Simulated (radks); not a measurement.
Ba I, 56 electrons, occupied as [Xe] 6s2.

Method: Dirac Kohn-Sham, XLYP, spin-unpolarised, spherical densities, point nucleus; computed with a radial shooting solver on a logarithmic mesh with Libxc functionals.

Energy parts (eV):
| part | energy |
|---|---|
| total | -221519.33 |
| kinetic | 236502.91 |
| electron-nucleus | -538714.31 |
| Hartree | 86122.70 |
| exchange-correlation | -5430.64 |

Orbitals (lengths in bohr, moments of r in powers of bohr; <r^-3> diverges for s and p1/2; r(90%) holds 90 % of the orbital's charge):
| orbital | occ. | eigenvalue (eV) | <1/r> | <r> | r(90%) | <r^-3> | small-component weight |
|---|---|---|---|---|---|---|---|
| 1s1/2 | 2 | -37237.85 | 60.72 | 0.02558 | 0.0461 | - | 4.28e-02 |
| 2s1/2 | 2 | -5883.296 | 14.25 | 0.1093 | 0.170 | - | 9.24e-03 |
| 2p1/2 | 2 | -5541.990 | 14.24 | 0.09192 | 0.151 | - | 9.27e-03 |
| 2p3/2 | 4 | -5160.029 | 12.99 | 0.09791 | 0.159 | 6297 | 8.75e-03 |
| 3s1/2 | 2 | -1241.465 | 5.120 | 0.2916 | 0.429 | - | 2.79e-03 |
| 3p1/2 | 2 | -1098.247 | 5.033 | 0.2815 | 0.423 | - | 2.73e-03 |
| 3p3/2 | 4 | -1024.436 | 4.724 | 0.2935 | 0.440 | 1247 | 2.59e-03 |
| 3d3/2 | 4 | -773.1507 | 4.585 | 0.2644 | 0.415 | 202.6 | 2.47e-03 |
| 3d5/2 | 6 | -757.4150 | 4.506 | 0.2681 | 0.420 | 185.5 | 2.43e-03 |
| 4s1/2 | 2 | -243.2404 | 2.103 | 0.6739 | 0.969 | - | 8.42e-04 |
| 4p1/2 | 2 | -191.1994 | 1.998 | 0.6969 | 1.02 | - | 7.78e-04 |
| 4p3/2 | 4 | -175.7892 | 1.897 | 0.7242 | 1.06 | 261.1 | 7.32e-04 |
| 4d3/2 | 4 | -90.8257 | 1.670 | 0.7950 | 1.20 | 34.39 | 5.90e-04 |
| 4d5/2 | 6 | -88.2085 | 1.645 | 0.8050 | 1.21 | 31.20 | 5.78e-04 |
| 5s1/2 | 2 | -33.3934 | 0.8087 | 1.638 | 2.36 | - | 1.78e-04 |
| 5p1/2 | 2 | -19.9100 | 0.7039 | 1.865 | 2.74 | - | 1.38e-04 |
| 5p3/2 | 4 | -17.8286 | 0.6681 | 1.953 | 2.87 | 34.91 | 1.26e-04 |
| 6s1/2 | 2 | -3.0839 | 0.2639 | 4.780 | 7.06 | - | 2.11e-05 |
| 5d3/2 | 0 | -1.9299 | 0.3784 | 3.526 | 5.75 | 1.640 | 4.14e-05 |
| 5d5/2 | 0 | -1.8091 | 0.3690 | 3.617 | 5.91 | 1.444 | 3.95e-05 |
| 6p1/2 | 0 | -1.1916 | 0.1926 | 6.512 | 9.85 | - | 1.09e-05 |
| 6p3/2 | 0 | -1.0630 | 0.1829 | 6.841 | 10.3 | 2.149 | 9.89e-06 |

The highest occupied level is 6s1/2 at -3.084 eV. Summed over all electrons, <r^2> = 96.94 bohr^2, which gives a Langevin (diamagnetic) susceptibility term of -76.8 x 10^-6 cm^3/mol. The density falls to 0.001 e/bohr^3 at r = 5.47 bohr. For comparison, the ionisation energy in NIST's Atomic Spectra Database is 5.212 eV (measured). In exact Kohn-Sham theory the highest level is minus the ionisation energy, but local and semilocal functionals leave it too shallow, through self-interaction and a potential that decays too fast; potentials with the right tail come closer.
